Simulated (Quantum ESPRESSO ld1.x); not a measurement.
Values are calculated unless marked as measured or tabulated.
Problem. P4+, 11 electrons, occupied as [He] 2s2 2p5.5 3s1 3d0.5 (fractional occupations, a model configuration). Level of theory: scalar-relativistic Kohn-Sham, LDA (Slater exchange, Perdew-Zunger correlation), spin-polarised, spherical densities, point nucleus; open shells are filled with parallel spins first (ld1.x of Quantum ESPRESSO 7.5). Some entries of the table are withheld. Estimate them.

| orbital | occ. | eigenvalue (hartree) | <1/r> (bohr^-1) |
|---|---|---|---|
| 1s up | 1 | -79.1512 | 14.61 |
| 1s down | 1 | -79.1037 | 14.61 |
| 2s up | 1 | -8.88847 | 2.865 |
| 2s down | 1 | -8.81270 | 2.862 |
| 2p up | 3 | -7.14135 | (1) |
| 2p down | 2.5 | -7.05895 | (2) |
| 3s up | 1 | -2.31636 | 0.9024 |
| 3s down | 0 | -2.16592 | 0.9002 |
| 3d up | 0.5 | -1.35408 | 0.6661 |
| 3d down | 0 | -1.22336 | 0.6512 |

Solution. 
(1) 2p up <1/r> (bohr^-1): 2.771
(2) 2p down <1/r> (bohr^-1): 2.769
